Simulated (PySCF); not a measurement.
Nuclear quadrupole coupling in `CO[C@@H]1[C@@H](Cl)[C@@H]1O[SiH2]O`

Compound: C4H9ClO3Si.
Geometry (GFN2-xTB, Å), atoms numbered from 1 in this order:
```xyz
18
C4H9ClO3Si angstrom
C      1.539    1.289   -1.407
O      0.553    0.872   -0.480
C      0.920   -0.249    0.250
C      0.743   -1.613   -0.373
Cl     1.956   -2.841   -0.105
C     -0.159   -1.183    0.748
O     -1.470   -0.965    0.456
Si    -2.450    0.242    0.993
O     -1.796    1.710    0.812
H      1.752    0.504   -2.138
H      2.467    1.558   -0.891
H      1.133    2.162   -1.912
H      1.791   -0.107    0.889
H      0.305   -1.664   -1.361
H      0.014   -1.619    1.728
H     -2.703    0.130    2.425
H     -3.574   -0.020    0.111
H     -1.029    1.801    0.241
```

Field gradients from the PBE0/pcSseg-1 density (PySCF, non-relativistic), principal values in atomic units, ordered |Vxx| ≤ |Vyy| ≤ |Vzz|:

| atom | Vxx | Vyy | Vzz |
| --- | --- | --- | --- |
| O2 | 0.0674 | 1.9664 | -2.0337 |
| Cl5 | -1.9683 | -2.0333 | 4.0016 |
| O7 | -0.5764 | -1.1663 | 1.7427 |
| O9 | -0.3274 | -1.0420 | 1.3693 |

Q: Find the asymmetry η = (Vxx − Vyy)/Vzz and the couplings χ = eQV/h (234.96 MHz × Q in barn × V in au), with Q(17O) = −0.0256 b, Q(35Cl) = −0.0817 b.

A: 
```
atom         environment  nucleus     η  χzz (MHz)  χxx (MHz)  χyy (MHz)
  O2        ether oxygen      17O  0.93      12.23      -0.41     -11.83
 Cl5      alkyl chlorine     35Cl  0.02     -76.82      37.78      39.03
  O7  silyl ether oxygen      17O  0.34     -10.48       3.47       7.02
  O9      silanol oxygen      17O  0.52      -8.24       1.97       6.27
```

The gradient is axial or nearly so (η below 0.05) at Cl5. At O2 η is above 0.9: Vyy and Vzz are nearly equal in size and opposite in sign, so a small change could swap them and flip the sign of χzz. 

Q: What is Vzz at Cl5 in SI units (1 au = 9.71736 × 10²¹ V/m²)?

A: 4.0016 au = 38.885 × 10²¹ V/m².

Q: And the gradient at the other heavy atoms, for which no coupling is worked out here?

A: 
| atom | environment | Vzz (au) | η |
| --- | --- | --- | --- |
| C1 | methoxy carbon | 0.434 | 0.06 |
| C3 | sp3 carbon bound to oxygen | 0.378 | 0.61 |
| C4 | sp3 C–Cl carbon | 0.468 | 0.57 |
| C6 | sp3 carbon bound to oxygen | 0.344 | 0.37 |
| Si8 | oxygen-bound silicon | 0.582 | 0.81 |

Were the hydrogens deuterons (Q(2H) = 0.00286 b), χzz would run from 108 kHz (H16) to 309 kHz (H18).

The structure is a single GFN2-xTB conformer in the gas phase; no vibrational or solvent corrections. GFN2-xTB bond lengths can be off by several hundredths of an ångström, more for odd bonds, and the gradients follow them. The small basis limits the accuracy of the gradients.
